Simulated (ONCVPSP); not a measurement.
# Building the ONCV potential for lead (Pb) (PBE, fully relativistic).

lead, optimised norm-conserving Vanderbilt (ONCV), made with ONCVPSP 4.0.1 (PBE, fully relativistic). Core [Xe] 4f14 5d10, reference 6s2 6p2. Waves: 6s: rc 1.75 bohr, ncon 4, nbas 8, qcut 3 1/bohr, 2 projectors, debl 0.5 Ha; 6p: rc 2.20 bohr, ncon 3, nbas 6, qcut 3.3 1/bohr, 2 projectors, debl 1.4 Ha. Local part: polynomial inside 1.60 bohr (lpopt 5, dvloc0 4 Ha). Core correction: none.

Open shells are filled in proportion to 2j + 1.

All-electron outer shells of the reference configuration (PBE, scalar-relativistic, ld1.x):

| shell | level (eV) | outermost node (bohr) | outermost maximum (bohr) |
| --- | --- | --- | --- |
| 5p | -85.83 | 0.49 | 0.88 |
| 5d | -21.18 | 0.52 | 1.07 |
| 6s | -12.04 | 1.01 | 1.95 |
| 6p | -3.50 | 1.18 | 2.67 |

Question: Does the generator finish with these settings?

Answer: Yes, a potential is produced and its reference levels are reproduced.

Question: Estimate the cutoffs (Ha) at which the residual kinetic energy of the hardest occupied pseudo-wave falls to 1 and 0.1 mHa per electron.

Answer: 11 Ha and 35 Ha. The cutoffs count occupied waves only; projector 2 of the p channel, the hardest unoccupied one, needs 29 Ha at the loose tolerance.

Question: What does a ghost test show?

Answer: No bound ghost flagged; GHOST(+) flagged for s at 28.2 eV, p3/2 at 79.6 eV, p1/2 at 111.4 eV.

Question: Which valence shell sets the plane-wave cutoff?

Answer: 6s: 11 Ha for 1 mHa per electron, against 6 Ha for 6p.

Question: Tests: 6s2 6p1; 6s2 6p0; 6s1 6p0; 6s1 6p2. Which has the largest error in its energy relative to the reference configuration, and how large is it?

Answer: 6s1 6p0, with +174 meV (all-electron minus pseudo) on +52.71 eV.
